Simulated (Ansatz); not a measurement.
# A rate constant, worked out

An elementary step of BNH$_{2}$ClF, singlet (BNH₂ClF ([NH2][B]([F])[Cl]) → BNHF ([NH][B][F]) + HCl; B–Cl, N–H broken or loosened, Cl–H formed or tightened). The start structure is the reactant molecule, and the electronic barrier above it is 3.262 eV by CCSD(T) at an estimated basis limit (MP2 extrapolated from triple and quadruple zeta, plus CCSD(T) − MP2 in triple zeta). Computed with Ansatz 0.2.0 (basis: def2-TZVPP and def2-QZVPP); correlated methods freeze the cores. Extrapolation: Hartree–Fock as exp(−7.88 √X), correlation as X^−2.97. Harmonic wavenumbers at PBE0-D4/def2-TZVP (Ansatz 0.2.0), in cm⁻¹:

Start: 318, 382, 468, 544, 602, 651, 912, 1249, 1442, 1629, 3638, 3747.

Saddle: 776i, 147, 411, 432, 462, 552, 761, 773, 992, 1467, 1960, 3722.

Q: Work out the transition-state-theory rate constant at 400 K from these numbers alone (harmonic vibrations; rotation, path degeneracy and anharmonicity left out), and the Wigner tunnelling factor. Use 1 cm⁻¹ = 1.2398 × 10⁻⁴ eV and k_B = 8.617 × 10⁻⁵ eV/K.

A: Zero-point energies, half the sums: start 15582/2 cm⁻¹ = 0.9660 eV; saddle, real modes only, 11679/2 cm⁻¹ = 0.7240 eV.
Barrier with zero-point energy: 3.262 + 0.7240 − 0.9660 = 3.0200 eV.
k_BT = 0.03447 eV, so the barrier is 87.61 k_BT.
Vibrational partition functions from the zero-point level, ln q = −Σ ln(1 − exp(−hν/k_BT)): start 1.314, saddle 1.910.
k = (k_BT/h) exp(ln q‡ − ln q) exp(−E0/k_BT), with log₁₀(k_BT/h in s⁻¹) = 12.92: log₁₀ k = 12.92 + (0.596 − 87.61)/2.3026 = -24.87, so k ≈ 1 × 10^(-25) s⁻¹.
Wigner factor: 1 + (hν‡/k_BT)²/24 = 1 + (2.79)²/24 = 1.32. A change of 1 kcal/mol (0.043 eV) in the barrier would change k by a factor of 3.5 at this temperature.

No T1 diagnostic of these runs exceeds 0.015.

Labels in which every atom is bracketed show which atoms are joined, not bond orders.

For scale, one of the runs: CCSD(T)/def2-TZVPP, 163 basis functions, launched by `ansatz run in.yaml --threads 2 --pin off --events-out ev --progress --plain --max-ram 4352MiB`. Time: 25 s of wall clock on 2 CPU threads of an Arm Neoverse V2; the host was shared. Peak host memory: 1.3 GiB.
